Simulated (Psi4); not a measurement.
HfI₄ (SMILES [I][Hf]([I])([I])[I]), singlet, geometry from GFN2-xTB (such geometries of metal compounds can be far from the true shape) (core potentials on Hf, I), with bond 4-1 at 1.3 times its length. Base run: Psi4 1.11 with HF/def2-SV(P).

Geometry (Å):
```xyz
5

Hf     0.0000     0.0000     0.0000
I      2.1579    -0.6755    -1.6078
I      0.8801     0.4325     2.5954
I     -1.5455     3.0047    -1.2619
I     -1.8491    -2.0683    -0.0169
```
Charge 0, spin multiplicity 1.
All else is at Psi4's defaults (density fitting).
Base energy -1234.28028 Eh.

Each row names what was changed in the base input (with any setting that the change needs).

```json
[
 {"change": "base", "ΔE vs base (µEh)": "0.0", "SCF cycles": "10", "basis functions": "129", "outcome": "converged"},
 {"change": "scf_type = dfdirj+link", "ΔE vs base (µEh)": "-69.0", "SCF cycles": "10", "basis functions": "129", "outcome": "converged"},
 {"change": "df_basis_scf = def2-universal-jkfit", "ΔE vs base (µEh)": "0.0", "SCF cycles": "10", "basis functions": "129", "outcome": "converged"},
 {"change": "d_convergence = 1e-10", "ΔE vs base (µEh)": "0.0", "SCF cycles": "18", "basis functions": "129", "outcome": "converged"},
 {"change": "level_shift = 1.0", "ΔE vs base (µEh)": "0.0", "SCF cycles": "10", "basis functions": "129", "outcome": "converged"},
 {"change": "scf_type = disk_df", "ΔE vs base (µEh)": "0.0", "SCF cycles": "10", "basis functions": "129", "outcome": "converged"},
 {"change": "ints_tolerance = 1e-8", "ΔE vs base (µEh)": "0.0", "SCF cycles": "10", "basis functions": "129", "outcome": "converged"},
 {"change": "e_convergence = 1e-8", "ΔE vs base (µEh)": "0.0", "SCF cycles": "11", "basis functions": "129", "outcome": "converged"},
 {"change": "scf_type = out_of_core", "ΔE vs base (µEh)": "-41.8", "SCF cycles": "10", "basis functions": "129", "outcome": "converged"},
 {"change": "scf_type = mem_df", "ΔE vs base (µEh)": "0.0", "SCF cycles": "10", "basis functions": "129", "outcome": "converged"},
 {"change": "guess = huckel", "ΔE vs base (µEh)": "0.0", "SCF cycles": "11", "basis functions": "129", "outcome": "converged"},
 {"change": "puream = false", "ΔE vs base (µEh)": "-1600", "SCF cycles": "10", "basis functions": "139", "outcome": "converged"},
 {"change": "damping_percentage = 50", "ΔE vs base (µEh)": "-", "SCF cycles": "-", "basis functions": "129", "outcome": "not converged"}
]
```
